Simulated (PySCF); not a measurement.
This script is equivalent to a calculation on N (nitrogen, neutral).

```python
from pyscf import gto, scf, dft, mp, cc
import basis_set_exchange as bse
mol = gto.M(atom="N 0 0 0", charge=0, spin=3, symmetry="D2h",
            basis=gto.basis.parse(bse.get_basis("x2c-TZVPPall", elements=["N"], fmt="nwchem")),
            nucmod="G")
mf = dft.UKS(mol, xc="R2SCAN").sfx2c1e()
mf.irrep_nelec = {'Ag': (2, 2), 'B1u': (1, 0), 'B2u': (1, 0), 'B3u': (1, 0)}
mf.kernel()
```

(1) What total energy does it give?

(2) Which occupied shell lies highest, and where?

(3) What is ⟨S²⟩, and what would a pure spin state give?

Answers

(1) -54.611 hartree (calculated).

(2) 2p α, at -8.851 eV.

(3) 3.755, against 3.75.
